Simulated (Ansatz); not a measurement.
(1) Predict a relaxed structure of the cluster Ni3, charge 0, singlet, at PBE0-D4/def2-TZVP (Ansatz).

Answers

(1) 
| atom | x (Å) | y (Å) | z (Å) |
| --- | --- | --- | --- |
| Ni1 | -0.9068 | -0.4833 | 0.7531 |
| Ni2 | -0.1859 | 1.1164 | -0.5850 |
| Ni3 | 1.0927 | -0.6331 | -0.1682 |
Point group D3h (tolerance 0.1 Å). This is one stationary point.

The restricted singlet is unstable towards broken spin symmetry in Hartree–Fock (as tested in another run); at PBE0-D4/def2-TZVP this wasn't settled. At PBE0-D4/def2-TZVP a quintet of charge 0 lies 1.80 eV below the restricted singlet, each at its own geometry. The structure comes from a short search, and lower isomers may exist.
